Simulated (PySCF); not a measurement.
**Working out the excitation energy of Ag**

Ag [Kr] 4d10 5s1 (2S) → Ag [Kr] 4d10 5p1 (2P). Calculation: PySCF 2.14, in def2-TZVPPD with the def2 core potential (28 electrons); a scalar-relativistic core potential. Frozen: 4s2 4p6. Energies in hartree (1 hartree = 27.21139 eV):

| part | Ag (lower) | Ag (upper) |
| --- | --- | --- |
| UHF | -146.116958 | -146.001152 |
| CCSD correlation | -0.357283 | -0.339680 |
| (T) | -0.012597 | -0.011416 |

**Question.** What does Hartree-Fock give?

**Answer.** (-146.001152) − (-146.116958) = 0.115806 hartree = 3.151 eV.

**Question.** What do CCSD and CCSD(T) give?

**Answer.** The CCSD correlation energies differ by 0.017603 hartree = 0.479 eV and the triples by 0.001181 hartree = 0.032 eV, so CCSD gives 3.630 eV and CCSD(T) 3.662 eV.

Measured between the centres of the two terms (NIST): 3.740 eV, so CCSD(T) (valence) is off by -0.078 eV.

What remains against the reference includes basis incompleteness, the frozen core and higher excitations.
